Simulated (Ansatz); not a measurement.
Ru2H4⁺. Charge 1, multiplicity 4. Geometry PBE-D4/def2-TZVP; atoms count from 1.

Cartesian coordinates in Å:
```
Ru -0.582 0.758 0.563
Ru 0.581 -0.758 -0.563
H 0.279 0.011 -1.896
H -1.713 -0.301 0.805
H -0.278 -0.011 1.895
H 1.713 0.301 -0.803
```

In the def2 sets Ru takes a core potential; there is no spin–orbit coupling. The structure comes from a short search, and lower isomers may exist.

Q: Estimate the Mulliken populations from the PBE0/def2-TZVP orbitals of Ansatz.

A: 
```
atom  charge (e)  spin (α − β)  d electrons
 Ru1        0.20          1.45         6.93
 Ru2        0.23          1.77         6.84
  H3        0.15         -0.06            –
  H4        0.13         -0.05            –
  H5        0.13         -0.05            –
  H6        0.15         -0.06            –
```
Mulliken values depend strongly on the basis.

Q: Where does the spin sit?

A: Summed by element: Ru 3.22, H -0.22, of 3 unpaired in all. Largest on single atoms: Ru2 1.77, Ru1 1.45, H3 -0.06.

Q: And the Mayer bond orders between heavy atoms (over 0.3)?

A: Ru1–Ru2 2.17 (2.22 Å).
